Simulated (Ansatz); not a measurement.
The cluster K2S2⁻. Total charge -1; doublet. Geometry r2SCAN-D4/def2-TZVPD.

```xyz
4

K     1.683    0.207    0.929
K    -1.684   -0.207   -0.930
S     0.139   -2.213    0.242
S    -0.139    2.213   -0.241
```

B3LYP takes the VWN-RPA correlation. At PBE-D4/def2-TZVPD, r2SCAN-D4/def2-TZVPD the highest occupied level of the charge -1 doublet lies above zero (up to 0.24 eV). The electron is either unbound and held by the finite basis, or the level is raised by self-interaction error. Another isomer (doublet) lies 0.65 eV lower at PBE0-D4/def2-TZVPD; other spin states weren't run for this one.

(1) Estimate the α-spin orbital energies around the gap (eV) in Ansatz with PBE-D4/def2-TZVPD, r2SCAN-D4/def2-TZVPD, B3LYP-D4/def2-TZVPD, PBE0-D4/def2-TZVPD, BHLYP-D4/def2-TZVPD.

## Answers

(1) 
| orbital | PBE-D4/def2-TZVPD | r2SCAN-D4/def2-TZVPD | B3LYP-D4/def2-TZVPD | PBE0-D4/def2-TZVPD | BHLYP-D4/def2-TZVPD |
| --- | --- | --- | --- | --- | --- |
| HOMO−5 | -0.80 | -0.97 | -1.66 | -1.92 | -2.98 |
| HOMO−4 | -0.46 | -0.65 | -1.31 | -1.56 | -2.61 |
| HOMO−3 | -0.31 | -0.38 | -1.10 | -1.29 | -2.24 |
| HOMO−2 | -0.06 | -0.16 | -0.85 | -1.05 | -1.99 |
| HOMO−1 | -0.02 | -0.14 | -0.82 | -1.01 | -1.95 |
| HOMO | 0.09 | -0.03 | -0.70 | -0.89 | -1.83 |
| LUMO | 1.63 | 2.03 | 1.81 | 2.03 | 2.15 |
| LUMO+1 | 1.77 | 2.10 | 1.88 | 2.09 | 2.16 |
| LUMO+2 | 2.48 | 2.76 | 2.61 | 2.76 | 2.88 |
| LUMO+3 | 2.58 | 2.89 | 2.71 | 2.86 | 2.94 |
| LUMO+4 | 2.62 | 2.91 | 2.72 | 2.89 | 2.99 |
| LUMO+5 | 2.62 | 2.93 | 2.74 | 2.89 | 3.05 |
| β HOMO | 0.24 | 0.15 | -0.27 | -0.29 | -0.45 |
| β LUMO | 0.37 | 0.54 | 0.91 | 1.12 | 1.93 |
